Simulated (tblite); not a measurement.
Compound: C7H12BN.
Geometry (GFN2-xTB, Å), atoms numbered from 1 in this order:
```xyz
21
C7H12BN angstrom
C      3.880    1.219    0.600
C      3.107    0.095    0.100
C      2.487   -0.847   -0.317
B      1.679   -2.071   -0.848
N      0.268   -1.678   -0.643
C     -0.790   -1.275   -0.445
C     -2.087   -0.722   -0.183
C     -1.966    0.677    0.442
C     -3.342    1.263    0.727
H      4.504    1.634   -0.193
H      4.524    0.900    1.421
H      3.212    2.002    0.965
H      1.808   -2.246   -2.022
H      1.849   -3.059   -0.200
H     -2.630   -1.389    0.493
H     -2.644   -0.663   -1.124
H     -1.419    1.328   -0.242
H     -1.390    0.609    1.367
H     -3.918    1.355   -0.192
H     -3.895    0.632    1.419
H     -3.246    2.252    1.168
```

All values are computed: GFN2-xTB (tblite) harmonic vibrations without scaling, gas phase. Against measured fundamentals such values can be off by several per cent, at times by over 20. Modes of hydrogen on boron can be 10 to 20 % off. One conformer, not necessarily the lowest. The optimisation stopped once no atom felt more than 0.01 eV/Å.

Lowest wavenumbers of the output (negative numbers stand for imaginary wavenumbers):
```
mode    cm-1
  1     -29.7
  2     -10.1
  3      24.4
  4      64.7
  5      99.9
  6     150.5
  7     182.7
  8     193.7
  9     235.6
 10     293.6
 11     307.1
 12     328.7
 13     329.7
 14     393.5
 15     476.6
```

Question: Is this structure a minimum?

Answer: Not by this Hessian. 1 mode is imaginary beyond 20i (30i cm⁻¹), and 1 more slightly so (10.1i). The curvature is small, so loose convergence or finite differences may be the whole cause.

Question: Which atoms move in the imaginary modes?

Answer: 30i: H11 (methyl hydrogen) 34 %, H12 (methyl hydrogen) 33 %, H10 (methyl hydrogen) 32 %; 10i: C7 (chain CH2 carbon) 18 %, C8 (chain CH2 carbon) 13 %. These are shares of the mass-weighted motion.

Question: What is the remedy?

Answer: Step along such a mode in both directions, optimise again with tighter thresholds and repeat the frequencies. The zero-point energy of this point (106.8 kcal/mol) counts the 55 real modes alone, and thermal corrections from it aren't those of a minimum.

On an AMD EPYC 7R43 with one thread, no GPU, on a shared host, this took 1.5 s wall. The figure is for the frequency step alone.
